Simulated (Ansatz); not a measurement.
Mulliken charges of C₂H₃FSSe (`FC(=[Se])CS`) from r2SCAN/def2-TZVPP in Ansatz (PBE0-D4/def2-TZVP geometry).

| atom | x (Å) | y (Å) | z (Å) | charge (e) |
| --- | --- | --- | --- | --- |
| F1 | -1.132 | -1.579 | -0.235 | -0.128 |
| C2 | 0.020 | -0.939 | -0.355 | 0.129 |
| Se3 | 1.539 | -1.803 | -0.464 | -0.129 |
| C4 | -0.168 | 0.533 | -0.364 | -0.017 |
| S5 | -0.569 | 1.134 | 1.305 | -0.143 |
| H6 | -1.034 | 0.792 | -0.978 | 0.091 |
| H7 | 0.718 | 1.030 | -0.748 | 0.094 |
| H8 | 0.626 | 0.833 | 1.839 | 0.103 |

Question: By hand: the dipole of these point charges (1 e Å = 4.8032 D).

Answer: Σ q r = (0.071, 0.397, -0.106) e Å, of length 0.417 e Å = 2.00 D.

Question: How does the dipole of the full density compare? (Best estimate.)

Answer: Ansatz gave: (-0.006, 0.351, -0.101) e Å, 1.75 D; the point charges give 1.14 times that, at 11° from its direction.

Point charges leave out the atoms' own dipoles, such as those of lone pairs, and Mulliken's split depends on the basis, so the close match here is no proof of good charges.
